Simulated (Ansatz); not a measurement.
Compare A (`C=CC1=C[SiH2]1`) with its isomer B (`C#C/C=C\[SiH3]`).

Calculated with Ansatz (gas phase, PBE0-D4/def2-TZVP geometries, no zero-point term in ΔE). CBS: MP2 limit from def2 TZ/QZ plus the TZ coupled-cluster correction, frozen cores. DFT in def2-TZVPP. B3LYP here is the variant with VWN-RPA as its local correlation; programs differ in this. One conformer a species, not always the lowest.

A:

```xyz
11

C    -1.427   -1.197    0.945
C    -0.257   -1.212    0.309
C     0.376   -0.022   -0.202
C     1.495    0.300   -0.860
Si    0.494    1.762   -0.514
H    -1.958   -0.265    1.106
H    -1.882   -2.106    1.320
H     0.265   -2.155    0.155
H     2.347   -0.244   -1.250
H    -0.311    2.422   -1.571
H     0.857    2.717    0.561
```

B:

```xyz
11

C    -2.4120   -0.6045    0.1171
C    -1.5417    0.1034   -0.3189
C    -0.5146    0.9349   -0.8310
C     0.7791    0.7872   -0.5143
Si    1.4169   -0.5318    0.6449
H    -3.1797   -1.2320    0.5043
H    -0.8347    1.7209   -1.5122
H     1.4807    1.4832   -0.9671
H     0.8028   -0.3917    1.9907
H     1.1124   -1.8878    0.1183
H     2.8907   -0.3818    0.7681
```

Question: Which is lower in electronic energy at CCSD(T)/CBS, and by how much? (Best estimate.)

Answer: The calculation gave: A, by 7.8 kJ/mol.

Question: Give E(B) − E(A) in kJ/mol with PBE0-D4, CCSD(T)/def2-TZVPP, B3LYP-D4, HF/def2-TZVPP, PBE-D4, MP2/def2-TZVPP, B3LYP. (Estimate.)

Answer: The calculation gave: PBE0-D4 28.9, CCSD(T)/def2-TZVPP 6.1, B3LYP-D4 5.8, HF/def2-TZVPP -5.9, PBE-D4 25.0, MP2/def2-TZVPP 5.7, B3LYP 6.1. The order is the other way round with HF/def2-TZVPP.

Largest T1 diagnostic: 0.013.

In def2-TZVPP, CCSD(T) changes the Hartree–Fock value by +12.0 kJ/mol (the triples alone add +1.3 kJ/mol) and MP2 by +11.7 kJ/mol. From PBE to PBE0 (25 % exact exchange), in def2-TZVPP and without D4, E(B) − E(A) moves by +3.9 kJ/mol.
